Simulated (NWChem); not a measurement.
Species: C₂H₄N₃ cation; SMILES c1n[nH]c[nH+]1

All runs: NWChem. Coordinates come from a PBE0/def2-SVP optimisation. Gas-phase geometry, NWChem's default radii.

COSMO at M06-2X/def2-SVP gives an electrostatic solvation energy of -40.26 kcal/mol for ε = 2.4. Its surface charges are scaled by f = (ε − 1)/ε.

**Question.** Estimate the value for ε = 78.4 from the scaling alone and compare it with a run, and give the Born radius that the larger ε implies.

**Answer.** 
1. f = 0.5833 and 0.9872; their ratio is 1.692.
2. With a rigid solute density the energy is proportional to f: -40.26 × 1.692 = -68.14 kcal/mol.
3. The run gives -68.74 kcal/mol, 0.60 lower; the difference is the response of the solute's density to the stronger field.
4. Born: ΔG = −166.0 q² f / a (kcal/mol, a in Å), so a = 2.38 Å.
